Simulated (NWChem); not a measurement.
# MoHO₃Cl; SMILES [OH][Mo]([Cl])(=[O])=[O]

```xyz
6

Mo     0.0059    -0.1824     0.0000
O      0.8447    -0.7328    -1.3301
O      0.8447    -0.7328     1.3301
Cl    -0.0305     2.0884     0.0000
O     -1.7090    -0.8670     0.0000
H     -2.1164    -1.7398     0.0000
```
Atoms are numbered in this order, from 1.

This is a stationary point of PBE0/def2-SVP with def2 effective core potentials on Mo (NWChem), point group Cs. def2 effective core potentials on Mo; no spin-orbit coupling.

Problem. Is it a minimum? If not, what does it relax to?

Solution. No. It has an imaginary frequency of 199i cm⁻¹. Following that mode (on a finer grid) lowers the energy by 0.7 kcal/mol and ends, with real frequencies alone, at point group C1:
```xyz
6

Mo     0.0551    -0.3233    -0.0486
O      0.9773    -0.7642    -1.3644
O      0.8311    -0.8739     1.3197
Cl    -0.1137     1.9394     0.0520
O     -1.6211    -1.1055    -0.1906
H     -2.1074    -1.5706     0.5019
```
